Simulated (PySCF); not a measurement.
# Deuteron quadrupole couplings in `C#C[C@@H](F)C#CC`

C₆H₅F.
Cartesian coordinates in Å at the GFN2-xTB level; atoms count from 1:
```
atom  x, y, z in Å
C1     1.7750    2.3038   -0.8000
C2     1.2675    1.2302   -0.9442
C3     0.6877   -0.0974   -1.0915
F4     1.6988   -1.0440   -1.2341
C5    -0.1380   -0.4141    0.0651
C6    -0.7668   -0.7009    1.0446
C7    -1.5549   -1.0315    2.2079
H8     2.2027    3.2547   -0.6855
H9     0.0935   -0.1524   -2.0188
H10   -1.8473   -0.1198    2.7279
H11   -0.9667   -1.6518    2.8832
H12   -2.4503   -1.5775    1.9124
```

Level: PBE0/pcSseg-1 (PySCF, non-relativistic); Q(2H) = 0.00286 b; rigid geometry, the same for H and D, with no vibrational averaging.

Task: Rank these positions by the coupling χzz of a deuteron there, largest first.
A. H8 (alkyne hydrogen)
B. H9 (methine hydrogen)
C. H11 (methyl hydrogen)

Result: A (266 kHz), C (207 kHz), B (182 kHz).

Task: Give the electric field gradient Vzz (the principal value of largest size), its asymmetry and the 2H coupling at each hydrogen.

Result: 
| atom | bonded to | bond length (Å) | Vzz (au) | η | χzz (kHz) |
| --- | --- | --- | --- | --- | --- |
| H8 | C1 | 1.049 | 0.3952 | 0.01 | 266 |
| H9 | C3 | 1.103 | 0.2710 | 0.04 | 182 |
| H10 | C7 | 1.090 | 0.3083 | 0.03 | 207 |
| H11 | C7 | 1.089 | 0.3084 | 0.03 | 207 |
| H12 | C7 | 1.090 | 0.3080 | 0.03 | 207 |

Isolated species at its GFN2-xTB geometry, gas phase. GFN2-xTB bond lengths can be off by several hundredths of an ångström, more for odd bonds, and the gradients follow them. With so small a basis the couplings can be 20 % off.
